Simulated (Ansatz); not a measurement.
Geometry optimisation, RKS revPBE-D4/6-31G in Ansatz 0.2.0.

Input:

```yaml
crystal:
  periodic: [false, false, false]
  atoms:
    - { symbol: Si, position_ang: [-0.5181, 1.165, 0.456] }
    - { symbol: O, position_ang: [-0.5922, -0.7079, -0.4193] }
    - { symbol: C, position_ang: [-0.8182, -1.9765, 0.1202] }
    - { symbol: H, position_ang: [-1.8823, 1.2648, -0.0348] }
    - { symbol: H, position_ang: [-0.1735, 2.5772, 0.7182] }
    - { symbol: Cl, position_ang: [-0.2738, 0.3957, 2.3128] }
    - { symbol: H, position_ang: [0.535, -0.1555, -0.6505] }
    - { symbol: C, position_ang: [1.3231, 0.9981, -0.6909] }
    - { symbol: H, position_ang: [-0.2868, -2.1066, 1.0688] }
    - { symbol: H, position_ang: [-0.4798, -2.7344, -0.592] }
    - { symbol: H, position_ang: [-1.888, -2.108, 0.2979] }
    - { symbol: H, position_ang: [1.133, 1.7623, -1.4363] }
    - { symbol: H, position_ang: [1.9186, 0.2305, -1.2086] }
    - { symbol: H, position_ang: [2.003, 1.3953, 0.0586] }
basis:
  gaussian: { orbitals: "6-31G" }
hamiltonian:
  xc: revpbe
  dispersion: d4
relax:
  f_tol: 0.15
  max_steps: 25
  restrain:
    - { distance: [0, 7], at: 3.17, k: 30.0 }
    - { distance: [6, 1], at: 2.27, k: 30.0 }
    - { distance: [0, 1], at: 1.77, k: 30.0 }
    - { distance: [6, 7], at: 1.07, k: 30.0 }
```

Command:

```bash
$ ansatz run input.yaml --threads 1 --pin off --max-ram 2048MiB --backend cpu --events-out ev --progress --plain --runs-dir out
```

Problem. Where does it end, and by what steps?

Solution. It converged. The restraints hold the end off the free minimum. Limits of this set-up: no polarisation functions. After 16 steps the energy has fallen by 2.832 eV (the restraints' own energy left out); H5 moved furthest, 1.33 Å. Parted: Si1–C8. Joined: H7–C8.

```tsv
step	energy less start (eV)	largest force component (eV/Å)	accepted
0	0.0000	3.438	yes
1	0.5537	3.297	yes
2	0.7134	4.235	yes
3	-0.2740	3.084	yes
4	-1.4094	1.276	yes
5	-2.1085	0.586	yes
6	-2.4258	0.959	yes
7	-2.5891	1.209	yes
8	-2.6465	0.994	yes
9	-2.6869	0.908	yes
10	-2.7283	1.044	yes
11	-2.7659	1.043	yes
12	-2.7938	0.947	yes
13	-2.8138	0.794	yes
14	-2.8263	0.639	yes
15	-2.8284	0.708	yes
16	-2.8320	0.761	yes
```

```xyz
14
Properties=species:S:1:pos:R:3
Si -0.997 0.804 0.484
O -0.733 -0.697 -0.392
C -1.158 -1.988 0.182
H -2.448 0.876 0.920
H -0.570 1.942 -0.385
Cl 0.107 0.839 2.402
H 1.266 0.173 -1.025
C 1.900 1.031 -0.825
H -0.538 -2.243 1.059
H -1.004 -2.733 -0.612
H -2.222 -1.975 0.478
H 1.553 1.904 -1.398
H 2.933 0.798 -1.136
H 1.910 1.269 0.248
```

The run took 84 s on 1 thread of Arm Neoverse V1, on a shared host, peak memory 0.17 GiB.
